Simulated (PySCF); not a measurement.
Magnetic susceptibility: `CCB(Br)NC`, C3H9BBrN

Cartesian coordinates in Å; atom numbers follow the order of the lines, from 1:
```xyz
15

C    -2.429   -0.029    0.208
C    -1.242   -0.379   -0.698
B     0.117    0.350   -0.301
Br    0.109    2.219    0.056
N     1.311   -0.343   -0.235
C     2.646    0.135    0.064
H    -3.333   -0.531   -0.132
H    -2.613    1.044    0.205
H    -2.232   -0.338    1.234
H    -1.510   -0.096   -1.722
H    -1.116   -1.466   -0.707
H     1.305   -1.334   -0.428
H     3.055   -0.396    0.927
H     2.619    1.199    0.288
H     3.308   -0.026   -0.791
```

Method: PySCF 2.14.0, GIAO PBE0/pcSseg-1 magnetisability, rotational g tensor and spin-rotation constants, non-relativistic, gas phase. Geometry: GFN2-xTB.

The calculation is non-relativistic, which matters for the atoms heavier than Zn.

What are the magnetisability and the molar susceptibility?

Isotropic -1414 × 10⁻³⁰ J/T², or -85.2 × 10⁻⁶ cm³/mol; principal values -1513, -1434, -1295 × 10⁻³⁰ J/T², anisotropy 192 × 10⁻³⁰ J/T² (root of half the summed squared differences of the principal values). The susceptibility is in cgs units.

Split it along the inertial axes a, b, c into diamagnetic and paramagnetic parts about the centre of mass, with the quadrupole moment.


| axis | χ (10⁻⁶ cm³/mol) | diamagnetic (10⁻⁶ cm³/mol) | paramagnetic (10⁻⁶ cm³/mol) | summed x² of all electrons (Å²) | quadrupole Θ (D Å) |
| --- | --- | --- | --- | --- | --- |
| a | -87.2 | -596.6 | 509.4 | 164.6 | +0.49 |
| b | -78.0 | -782.6 | 704.6 | 120.8 | +3.85 |
| c | -90.2 | -1211.0 | 1120.8 | 19.8 | -4.34 |

Anisotropies 2χaa − χbb − χcc = -6.3 and 2χbb − χaa − χcc = +21.6 × 10⁻⁶ cm³/mol. Θ is traceless in Buckingham's convention.

And the rotational g tensor?


```csv
axis,rotational constant (GHz),g,nuclear part,electronic part
a,2.2762,+0.0008,0.5455,-0.5447
b,1.8987,-0.0094,0.6191,-0.6285
c,1.0878,+0.0034,0.5761,-0.5728
```
Asymmetric top; isotopes 11B, 79Br, 12C, 1H, 14N; no vibrational averaging.
